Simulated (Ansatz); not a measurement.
Geometry optimisation, Ansatz 0.2.0, RKS PBE0-D4/def2-mTZVP.

Input file:

```yaml
crystal:
  periodic: [false, false, false]
  atoms:
    - { symbol: B, position_ang: [-1.59512, 0.94065, 0.25363] }
    - { symbol: Se, position_ang: [-1.08934, -0.53525, 1.27419] }
    - { symbol: Si, position_ang: [0.92349, -1.00908, 0.26585] }
    - { symbol: C, position_ang: [2.21861, -0.76515, -0.81697] }
    - { symbol: H, position_ang: [-0.9296, 1.32748, -0.62646] }
    - { symbol: H, position_ang: [-2.60697, 1.45454, 0.53359] }
    - { symbol: H, position_ang: [3.07894, -1.4132, -0.88383] }
basis:
  gaussian: { orbitals: def2-mTZVP }
hamiltonian:
  xc: pbe0
  dispersion: d4
relax:
  f_tol: 0.015
  max_steps: 40
```

Run as:

```bash
$ ansatz run input.yaml --threads 2 --pin off --max-ram 3072MiB --backend cpu --events-out ev --progress --plain --runs-dir out
```

Task: Where does it end, and by what steps?

Result: The run converged. After 29 steps the energy has fallen by 0.518 eV; Si3 moved furthest, 0.97 Å.

```
step  energy less start (eV)  largest force component (eV/Å)  accepted
   0                  0.0000                           2.041       yes
   2                 -0.2473                           1.317       yes
   4                 -0.3862                           0.370       yes
   6                 -0.3919                           0.139       yes
   8                 -0.3628                           1.228        no
  10                 -0.4032                           0.109       yes
  12                 -0.3929                           1.130        no
  14                 -0.4177                           0.336       yes
  16                 -0.4218                           0.179       yes
  18                 -0.4419                           0.110       yes
  20                 -0.4809                           0.201       yes
  22                 -0.4390                           1.383        no
  24                 -0.5127                           0.177       yes
  26                 -0.5165                           0.062       yes
  28                 -0.5182                           0.039       yes
  29                 -0.5182                           0.010       yes
```

```xyz
7
Properties=species:S:1:pos:R:3
B -1.811 0.938 0.231
Se -0.447 0.004 1.192
Si 0.991 -0.441 -0.519
C 2.405 -1.252 -0.254
H -1.741 1.128 -0.939
H -2.727 1.307 0.893
H 3.330 -1.685 -0.603
```

Whether the end is a true minimum wasn't checked by a vibrational analysis.

Run time: 93 s on 2 threads of Arm Neoverse V1, on a shared host, peak memory 0.23 GiB.
